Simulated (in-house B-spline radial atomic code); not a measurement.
Ce III (Ce2+): [He] 2s2 (2p1/2)2 (2p3/2)3 3s1 3p6 3d10 4s2 4p6 4d10 4f1 5s2 5p6 5d1 6s2 (with a hole in an inner shell)

All numbers are computed (Dirac-Kohn-Sham relativistic LDA, spherical fractional occupations; Fermi nucleus of rms radius 4.8771 fm) with a B-spline radial code for spherical atoms, not measured.

Effective charges: Z_r = [3n² - l(l+1)]/(2<r>) from the radius, Z_e = n√(-2ε) from the energy, and Slater's rules. Values are occupation-weighted means over j. An effective charge above Z reflects the relativistic contraction of the inner shells.

| shell | electrons | ε (eV) | <r> (bohr) | Z_r | Z_e | Slater |
| --- | --- | --- | --- | --- | --- | --- |
| 1s | 2 | -40311 | 0.02466 | 60.83 | 54.43 | 57.70 |
| 2s | 2 | -6630.1 | 0.1045 | 57.43 | 44.15 | 54.20 |
| 2p | 5 | -6032.7 | 0.09116 | 54.85 | 42.11 | 54.20 |
| 3s | 1 | -1494.6 | 0.2747 | 49.15 | 31.44 | 47.95 |
| 3p | 6 | -1289.4 | 0.2711 | 46.12 | 29.21 | 47.95 |
| 3d | 10 | -991.8 | 0.2463 | 42.63 | 25.61 | 38.85 |
| 4s | 2 | -332.7 | 0.6184 | 38.81 | 19.78 | 32.10 |
| 4p | 6 | -262.78 | 0.6481 | 35.49 | 17.58 | 32.10 |
| 4d | 10 | -159.27 | 0.6966 | 30.15 | 13.69 | 20.85 |
| 5s | 2 | -67.766 | 1.407 | 26.65 | 11.16 | 13.40 |
| 5p | 6 | -48.263 | 1.579 | 23.11 | 9.42 | 13.40 |
| 4f | 1 | -44.579 | 0.8318 | 21.64 | 7.24 | 14.00 |
| 5d | 1 | -22.57 | 2.093 | 16.48 | 6.44 | 5.00 |
| 6s | 2 | -17.766 | 3.262 | 16.55 | 6.86 | 5.00 |

The least bound orbital is 6s1/2 at -17.77 eV, and it is also the most diffuse (<r> = 3.262 bohr). The part-filled 2p shell lies below the filled 6s shell in orbital energy.

For the 1s electron the small component carries 4.58 % of the norm, the zero-frequency Breit interaction raises the level by 106.2 eV, self-energy by 63.45 eV, and vacuum polarisation lowers it by 9.447 eV.
